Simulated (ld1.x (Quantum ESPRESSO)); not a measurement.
## How hard is this carbon (C) PAW potential?

```
Element                 : carbon (C)
Generator               : ld1.x (Quantum ESPRESSO) 7.5
Type                    : PAW
Functional              : LDA (PZ)
Relativity              : non-relativistic
Frozen core             : [He]
Valence charge          : 4
Reference configuration : 2s1.75 2p2.25
Partial waves           : 2s (bound): rcut 0.85, rcutus 1.10 bohr; 2s channel at 0.05 Ry: rcut 0.85, rcutus 1.10 bohr; 2p (bound): rcut 1.50, rcutus 1.90 bohr; 2p channel at 1.6 Ry: rcut 1.50, rcutus 1.90 bohr
Local potential         : all-electron potential smoothed inside 1.60 bohr (lloc = -1)
Core correction         : a·sin(br)/r model core, default radius (ld1.x builds one for every PAW set, though the input has nlcc=.false.)
Augmentation charge     : BESSEL, radius 0.95 bohr
```

The pseudo-atom Hamiltonian at the reference potential is diagonalised in spherical Bessel functions j_l(qr) that vanish at 20 bohr, with q² up to the cutoff. All-electron valence levels (Ry): 2s -1.0104, 2p -0.4064.

Problem. How do the lowest levels (Ry) of each channel move with the cutoff, and are there ghosts?

Solution.

```
cutoff (Ry)     s #1     p #1    p #2    d #1    d #2    f #1    f #2  Σ f·Δε (mRy)
          8  -1.0021  -0.3449  0.0365  0.0738  0.1737  0.1177  0.2542         152.8
         10  -1.0022  -0.3740  0.0355  0.0738  0.1737  0.1177  0.2542          87.3
         15  -1.0042  -0.4023  0.0345  0.0738  0.1737  0.1177  0.2542          20.1
         18  -1.0066  -0.4050  0.0343  0.0738  0.1737  0.1177  0.2542           9.6
         25  -1.0090  -0.4062  0.0342  0.0738  0.1737  0.1177  0.2542           2.8
         30  -1.0098  -0.4063  0.0342  0.0738  0.1737  0.1177  0.2542           1.2
         40  -1.0103  -0.4063  0.0342  0.0738  0.1737  0.1177  0.2542           0.3
         45  -1.0103  -0.4064  0.0342  0.0738  0.1737  0.1177  0.2542           0.3
        400  -1.0104  -0.4064  0.0342  0.0738  0.1737  0.1177  0.2542           0.0
```

Result: no extra level below or beside the all-electron valence levels (s, p, d, f tested); 10 mRy is reached at 18 Ry and 1 mRy at 35 Ry.
